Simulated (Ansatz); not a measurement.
`FCC(F)F` + HI → `FCC(F)I` + H–F  (substitution at a C–F bond)

Gas-phase electronic energies from Ansatz, PBE0-D4/def2-TZVP geometries. CCSD(T)/CBS is the MP2 limit (def2-TZVPP, def2-QZVPP) plus CCSD(T) − MP2 in def2-TZVPP, frozen cores. This one scheme is used for every species. def2 core potentials past Kr. For I outer-core shells are correlated without core-valence functions, which leaves a few kJ/mol of doubt a bond. One conformer a species, not always the lowest.

`FCC(F)F`:

Z-matrix (Å, degrees):
```
C
C 1 1.509
F 1 1.372 2 109.3
H 1 1.093 2 109.4 3 -119.5
H 1 1.093 2 109.5 3 119.8
F 2 1.356 1 108.3 3 173.8
F 2 1.352 1 110.4 3 -68.3
H 2 1.095 1 113.0 3 53.0
```

HI:

Cartesian coordinates in Å:
```
I 0.405 0.421 0.554
H -0.405 -0.421 -0.554
```

`FCC(F)I`:

```xyz
8

F     0.015    1.350    1.284
C     0.400    0.682    0.142
C    -0.441   -0.554   -0.005
F    -0.187   -1.431    0.995
I     0.014   -1.461   -1.905
H     0.252    1.340   -0.718
H     1.456    0.413    0.231
H    -1.509   -0.337   -0.024
```

H–F:

Cartesian coordinates in Å:
```
F 0.311 -0.325 -0.096
H -0.311 0.325 0.096
```

```json
{"species": "`FCC(F)F`", "CCSD/def2-TZVPP energy (Eh)": "-377.05259"}
{"species": "HI", "CCSD/def2-TZVPP energy (Eh)": "-297.72800"}
{"species": "`FCC(F)I`", "CCSD/def2-TZVPP energy (Eh)": "-574.43936"}
{"species": "H–F", "CCSD/def2-TZVPP energy (Eh)": "-100.33828"}
```

**Question.** Work out ΔE.

**Answer.** ΔE = (-574.43936) + (-100.33828) − (-377.05259) − (-297.72800) = 0.00295 Eh = +0.08 eV. CCSD(T)/CBS gives -0.11 eV.

Largest T1 diagnostic among the species: 0.011.

Leaving LDA and LC-ωPBE aside and taking each functional with its dispersion term where it has one, the values, not all of them listed here, spread over 0.25 eV, from revPBE-D4 to CAM-B3LYP-D4. LDA lies +0.04 eV from PBE without D4. In def2-TZVPP, CCSD(T) changes the Hartree–Fock value by −0.36 eV (the triples alone add −0.06 eV) and MP2 by −0.51 eV. From BLYP to BHLYP (50 % exact exchange), in def2-TZVPP and without D4, ΔE moves by +0.12 eV.
